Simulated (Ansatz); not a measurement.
Consider the formal exchange of groups at the Si–N bond: `O[SiH2][NH][ZnH]` + `[SiH3][GaH2]` → `O[SiH2][GaH][SiH3]` + `[NH2][ZnH]`.

Gas-phase electronic energies from Ansatz, PBE0-D4/def2-TZVP geometries. CBS: MP2 limit from def2 TZ/QZ plus the TZ coupled-cluster correction, frozen cores. Functionals use def2-TZVPP. For Ga, Zn outer-core shells are correlated without core-valence functions, which leaves a few kJ/mol of doubt a bond. Scalar relativity is left out up to krypton. One conformer a species, not always the lowest.

| level | ΔE (kJ/mol) |
| --- | --- |
| PBE0-D4 | 70.1 |
| CCSD/def2-TZVPP | 86.4 |

**Question.** What does CCSD(T)/CBS give? (Best estimate.)

**Answer.** The calculation gave: +81.5 kJ/mol. The listed levels differ from it by -11.4, 4.9 kJ/mol.

Largest T1 diagnostic among the species: 0.016.

From PBE to PBE0 (25 % exact exchange), in def2-TZVPP and without D4, ΔE moves by +12.1 kJ/mol. In def2-TZVPP, CCSD(T) changes the Hartree–Fock value by −18.6 kJ/mol (the triples alone add −1.9 kJ/mol) and MP2 by −14.8 kJ/mol.
